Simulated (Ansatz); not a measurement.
Stepwise reaction of `NC[SiH3]` with water, as a gas-phase model of exchange steps in deposition or etching. ΔE in kJ/mol.

Gas-phase electronic energies from Ansatz, PBE0-D4/def2-TZVP geometries. CCSD(T)/CBS adds triple-zeta CCSD(T) − MP2 to the extrapolated MP2 energy (def2 sets, frozen cores). This one scheme is used for every species. DFT in def2-TZVPP. B3LYP here is the variant with VWN-RPA as its local correlation; programs differ in this. Each species was taken in one conformer, which may not be the lowest.

| step | reaction | PBE-D4 | B3LYP-D4 | ωB97M-V | CCSD(T)/CBS |
| --- | --- | --- | --- | --- | --- |
| 1 | `NC[SiH3]` + H₂O → `NC[SiH2]O` + H₂ | -71.5 | -77.1 | -78.7 | -75.1 |

Task: Give the row of step 2, `NC[SiH2]O` + H₂O → `NC[SiH](O)O` + H₂. (Estimate.)

Result: Ansatz gave: 
```tsv
step	reaction	PBE-D4	B3LYP-D4	ωB97M-V	CCSD(T)/CBS
2	`NC[SiH2]O` + H₂O → `NC[SiH](O)O` + H₂	-88.8	-94.1	-95.2	-92.0
```

Task: By hand: ΔE of the 2 steps together at CCSD(T)/CBS.

Result: (-75.1) + (-92.0) = -167.1 kJ/mol, or -83.5 kJ/mol a step.

In ΔE each step is lower than the one before. All are downhill at CCSD(T)/CBS. PBE-D4 differs from CCSD(T)/CBS by 3.2 to 3.6 kJ/mol a step. Isolated molecules leave out the surface, adducts and barriers. Largest T1 diagnostic: 0.011.
